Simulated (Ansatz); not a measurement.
This geometry of CH6BrGa (9 atoms, charge 0, multiplicity 1) is a first-order saddle point.

The calculation used RKS CAM-B3LYP-D4/def2-SVP (Ansatz 0.2.0).

```xyz
9
Properties=species:S:1:pos:R:3
Ga -0.002 -0.035 0.006
H -0.140 -0.051 1.675
H 1.438 0.354 -0.418
C -1.721 0.006 -0.916
H -2.470 -0.586 -0.374
H -2.083 1.042 -0.998
H -1.616 -0.403 -1.931
Br 0.266 -2.643 0.853
H 0.024 -1.226 1.588
```

(1) Which two structures does it join? (They come from a converged band through this point; their orientation in space is the band's.)

(2) How far does it lie above each of them?

## Answers

(1) Bonds broken: Ga1–H2, Br8–H9. Bonds formed: Ga1–Br8, H2–H9. CH6BrGa becomes CH4BrGa + H2.

Image 0:

```xyz
9
Properties=species:S:1:pos:R:3
Ga -0.053 0.270 0.058
H -0.120 0.626 1.591
H 1.334 0.361 -0.673
C -1.719 0.046 -0.966
H -2.503 -0.444 -0.370
H -2.101 1.040 -1.257
H -1.565 -0.530 -1.891
Br 0.268 -2.627 0.808
H 0.154 -2.287 2.186
```

Image 6:

```xyz
9
Properties=species:S:1:pos:R:3
Ga 0.119 -0.676 -0.426
H -0.275 0.346 2.032
H 1.447 0.135 -0.469
C -1.683 -0.102 -0.913
H -2.433 -0.848 -0.618
H -1.923 0.862 -0.442
H -1.740 0.039 -2.003
Br 0.378 -2.897 0.161
H -0.196 -0.403 2.162
```

(2) 5.7 kcal/mol above the first and 30.0 kcal/mol above the second. This is the barrier of this one path; another mechanism may lie lower. The orbitals stay closed-shell, which can raise the energy where a bond breaks towards radicals; this wasn't checked here.

Time of the run: 87 s on 4 threads of Arm Neoverse V2, on a shared host, peak memory 0.33 GiB.
